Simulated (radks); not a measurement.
Effect of the nuclear size on the thulium ion Tm+, [Xe] 4f13 6s1. Calculated with a radial shooting solver on a logarithmic mesh with Libxc functionals: Dirac Kohn-Sham, PBE, spin-unpolarised, spherical densities, finite nucleus; open shells are shared between the two j in proportion to 2j + 1; Fermi nuclear charge, rms radius 5.2256 fm. The rms radius is varied about that value; shifts are against it.

[
 {"rms radius (fm)": "4.541", "total energy shift (eV)": "-8.60", "density at nucleus (e/bohr^3)": "9.903e+05", "1s1/2 shift (meV)": "-3520", "2s1/2 shift (meV)": "-474", "4p1/2 shift (meV)": "0.075", "5s1/2 shift (meV)": "-3.74", "5p1/2 shift (meV)": "0.205", "6s1/2 shift (meV)": "-0.296", "6p1/2 (empty) shift (meV)": "0.080"},
 {"rms radius (fm)": "4.865", "total energy shift (eV)": "-4.64", "density at nucleus (e/bohr^3)": "9.701e+05", "1s1/2 shift (meV)": "-1900", "2s1/2 shift (meV)": "-256", "4p1/2 shift (meV)": "0.040", "5s1/2 shift (meV)": "-2.02", "5p1/2 shift (meV)": "0.110", "6s1/2 shift (meV)": "-0.159", "6p1/2 (empty) shift (meV)": "0.043"},
 {"rms radius (fm)": "5.2256", "total energy shift (eV)": "0", "density at nucleus (e/bohr^3)": "9.497e+05", "1s1/2 shift (meV)": "0.000", "2s1/2 shift (meV)": "0.000", "4p1/2 shift (meV)": "0.000", "5s1/2 shift (meV)": "0.000", "5p1/2 shift (meV)": "0.000", "6s1/2 shift (meV)": "0.000", "6p1/2 (empty) shift (meV)": "0.000"},
 {"rms radius (fm)": "5.4973", "total energy shift (eV)": "3.65", "density at nucleus (e/bohr^3)": "9.354e+05", "1s1/2 shift (meV)": "1490", "2s1/2 shift (meV)": "201", "4p1/2 shift (meV)": "-0.031", "5s1/2 shift (meV)": "1.59", "5p1/2 shift (meV)": "-0.087", "6s1/2 shift (meV)": "0.125", "6p1/2 (empty) shift (meV)": "-0.034"},
 {"rms radius (fm)": "5.7847", "total energy shift (eV)": "7.65", "density at nucleus (e/bohr^3)": "9.213e+05", "1s1/2 shift (meV)": "3130", "2s1/2 shift (meV)": "421", "4p1/2 shift (meV)": "-0.064", "5s1/2 shift (meV)": "3.32", "5p1/2 shift (meV)": "-0.182", "6s1/2 shift (meV)": "0.263", "6p1/2 (empty) shift (meV)": "-0.071"}
]

Slopes of the eigenvalues against <r^2> in GHz/fm^2, as finite differences over the two radii next to the reference (eigenvalue slopes, not the field-shift constants of lines): 1s1/2 125000, 2s1/2 16800, 4p1/2 -2.61, 5s1/2 133, 5p1/2 -7.27, 6s1/2 10.5, 6p1/2 (empty) -2.83.
